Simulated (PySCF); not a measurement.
CH7FO2Si2, SMILES C([SiH3])[Si](O)(F)O. Coordinates come from a PBE-D3(BJ)/def2-SVP optimisation. The structure was generated by enumeration, and PubChem lists no compound with its InChIKey, so it may never have been made. One conformer was computed; it need not be the lowest.

Problem. Give the equilibrium geometry at PBE-D3(BJ)/def2-SVP (PySCF confirms it by a frequency run) as a Z-matrix. (Estimate from the structure and the level; the computed values follow.)

Solution. Several could match; the one computed here: 
```
C
H 1 1.1103
H 1 1.1105 2 107.20
Si 1 1.8588 2 108.87 3 -117.70
F 4 1.6429 1 108.55 2 -19.43
O 4 1.6597 5 110.63 2 125.74
H 6 0.9728 4 115.89 5 72.82
O 4 1.6698 5 106.72 6 116.59
H 8 0.9725 4 115.51 5 36.69
Si 1 1.9007 2 108.84 3 116.83
H 10 1.5010 1 110.68 2 -170.96
H 10 1.5025 11 109.63 1 122.37
H 10 1.5073 11 108.33 12 117.85
```
